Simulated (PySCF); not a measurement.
C2H6Bi (SMILES [CH3][Bi][CH3]), doublet, geometry from GFN2-xTB (such geometries of metal compounds can be far from the true shape) (the spin is typed, not shown lowest) (core potentials on Bi). Base run: PBE0/def2-SVP run with PySCF.

The PySCF input:
```python
from pyscf import gto, scf, dft

mol = gto.M(
    atom='''
Bi    0.189510   -0.011201    0.228492
C     0.439302    0.241447   -2.022926
H     1.093793   -0.525586   -2.418202
H     0.862110    1.212368   -2.249777
H    -0.529834    0.158329   -2.493929
C    -2.077109   -0.144456    0.048021
H    -2.343627   -0.980729   -0.585283
H    -2.462307    0.765503   -0.393506
H    -2.522650   -0.282160    1.025269
''',
    basis='def2-svp',
    ecp={'Bi': 'def2-svp'},
    charge=0,
    spin=1,
    verbose=4,
)

mf = dft.UKS(mol)
mf.xc = 'pbe0'
mf.kernel()
```

Each row names what was changed in the base input (with any setting that the change needs).

| change | basis functions | E (Eh) | HOMO (eV) | dipole (D) |
|---|---|---|---|---|
| base | 84 | -294.26576 | -5.31 | 0.02 |
| basis = x2c-SVPall; relativity = spin-free X2C; nucleus = Gaussian (with nucmod='G'; without ecp={'Bi': 'def2-svp'}) | 120 | -21613.56099 | -5.31 | 0.08 |
| basis = x2c-TZVPall; relativity = none (without ecp={'Bi': 'def2-svp'}) | 181 | -19287.16384 | -5.32 | 0.83 |
| basis = jorge-DZP-DKH; relativity = spin-free X2C (without ecp={'Bi': 'def2-svp'}) | 123 | -21433.05706 | -5.92 | 1.50 |
| basis = x2c-SVPall; relativity = spin-free X2C (without ecp={'Bi': 'def2-svp'}) | 120 | -21618.22644 | -5.31 | 0.09 |
| basis = jorge-DZP-DKH; relativity = spin-free X2C; nucleus = Gaussian (with nucmod='G'; without ecp={'Bi': 'def2-svp'}) | 123 | -21429.27890 | -5.93 | 1.50 |
| basis = jorge-DZP-DKH; relativity = none (without ecp={'Bi': 'def2-svp'}) | 123 | -16831.68255 | -3.98 | 1.07 |
| basis = x2c-TZVPall; relativity = spin-free X2C (without ecp={'Bi': 'def2-svp'}) | 181 | -21619.57116 | -5.36 | 0.02 |
| basis = x2c-TZVPall; relativity = spin-free X2C; nucleus = Gaussian (with nucmod='G'; without ecp={'Bi': 'def2-svp'}) | 181 | -21614.86901 | -5.36 | 0.02 |
| basis = x2c-SVPall; relativity = none (without ecp={'Bi': 'def2-svp'}) | 120 | -17217.35134 | -3.68 | 0.87 |

Totals shift with the method and basis; they matter in differences.

Open shells are given as the SCF converged; they aren't shown to be the lowest states, and a large step between rows can be another state.

Basis sets contracted for a relativistic Hamiltonian are a mismatch without it, so the rows without relativity aren't non-relativistic limits. No row has spin-orbit coupling; sets with core potentials leave out the core electrons.
